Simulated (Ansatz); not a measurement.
BCl2H6NSi2 (`[SiH3]N([SiH3])B(Cl)Cl`), relaxed with RKS PBE-D4/def2-SVP in Ansatz from a rough embedded geometry. The force threshold is 0.03 eV/Å; the program also tests the step.

Total charge 0; spin multiplicity 1.

Start:

```xyz
12

Si    0.911   -0.908    0.962
N    -0.425    0.164    0.498
Si    0.282    1.470   -0.494
B    -1.518   -0.508   -0.333
Cl   -1.072   -1.392   -1.953
Cl   -3.228   -0.658    0.295
H     1.863   -0.248    1.783
H     1.536   -1.432   -0.290
H     0.308   -2.111    1.719
H     1.226    2.250    0.354
H    -0.810    2.399   -0.886
H     0.929    0.974   -1.656
```

```json
{"step": "1", "energy (eV)": "-43031.8518", "largest force (eV/Å)": "2.392", "largest move (Å)": "0.000"}
{"step": "2", "energy (eV)": "-43032.3571", "largest force (eV/Å)": "1.183", "largest move (Å)": "0.172"}
{"step": "3", "energy (eV)": "-43032.4892", "largest force (eV/Å)": "0.680", "largest move (Å)": "0.195"}
{"step": "4", "energy (eV)": "-43032.5804", "largest force (eV/Å)": "0.244", "largest move (Å)": "0.200"}
{"step": "5", "energy (eV)": "-43032.6349", "largest force (eV/Å)": "0.193", "largest move (Å)": "0.200"}
{"step": "6", "energy (eV)": "-43032.6916", "largest force (eV/Å)": "0.465", "largest move (Å)": "0.196"}
{"step": "7", "energy (eV)": "-43032.7713", "largest force (eV/Å)": "0.305", "largest move (Å)": "0.193"}
{"step": "8", "energy (eV)": "-43032.8462", "largest force (eV/Å)": "0.257", "largest move (Å)": "0.200"}
{"step": "9", "energy (eV)": "-43032.9133", "largest force (eV/Å)": "0.296", "largest move (Å)": "0.197"}
{"step": "10", "energy (eV)": "-43032.9795", "largest force (eV/Å)": "0.249", "largest move (Å)": "0.200"}
{"step": "11", "energy (eV)": "-43033.0341", "largest force (eV/Å)": "0.193", "largest move (Å)": "0.200"}
{"step": "12", "energy (eV)": "-43033.0484", "largest force (eV/Å)": "0.556", "largest move (Å)": "0.195"}
{"step": "13", "energy (eV)": "-43033.0959", "largest force (eV/Å)": "0.359", "largest move (Å)": "0.200"}
{"step": "14", "energy (eV)": "-43033.1145", "largest force (eV/Å)": "0.513", "largest move (Å)": "0.200"}
{"step": "15", "energy (eV)": "-43033.1272", "largest force (eV/Å)": "0.037", "largest move (Å)": "0.114"}
{"step": "16", "energy (eV)": "-43033.1309", "largest force (eV/Å)": "0.013", "largest move (Å)": "0.093"}
{"step": "17", "energy (eV)": "-43033.1345", "largest force (eV/Å)": "0.181", "largest move (Å)": "0.196"}
{"step": "18", "energy (eV)": "-43033.1381", "largest force (eV/Å)": "0.111", "largest move (Å)": "0.025"}
{"step": "19", "energy (eV)": "-43033.1500", "largest force (eV/Å)": "0.041", "largest move (Å)": "0.185"}
{"step": "20", "energy (eV)": "-43033.1554", "largest force (eV/Å)": "0.140", "largest move (Å)": "0.136"}
{"step": "21", "energy (eV)": "-43033.1567", "largest force (eV/Å)": "0.321", "largest move (Å)": "0.195"}
{"step": "22", "energy (eV)": "-43033.1641", "largest force (eV/Å)": "0.128", "largest move (Å)": "0.029"}
{"step": "23", "energy (eV)": "-43033.1699", "largest force (eV/Å)": "0.012", "largest move (Å)": "0.078"}
{"step": "24", "energy (eV)": "-43033.1712", "largest force (eV/Å)": "0.034", "largest move (Å)": "0.092"}
{"step": "25", "energy (eV)": "-43033.1718", "largest force (eV/Å)": "0.025", "largest move (Å)": "0.039"}
```

End:

```xyz
12

Si    0.729   -0.911    1.253
N    -0.156   -0.090   -0.080
Si    0.328    1.515   -0.728
B    -1.285   -0.734   -0.638
Cl   -2.223    0.022   -1.947
Cl   -1.810   -2.332   -0.058
H     1.849    0.008    1.649
H     1.298   -2.218    0.784
H    -0.176   -1.130    2.430
H     1.558    1.928    0.028
H    -0.760    2.525   -0.502
H     0.649    1.417   -2.191
```

It took 41 s on 4 threads of an AMD EPYC 7R32 on a shared host, with 0.21 GiB of host memory at the peak.
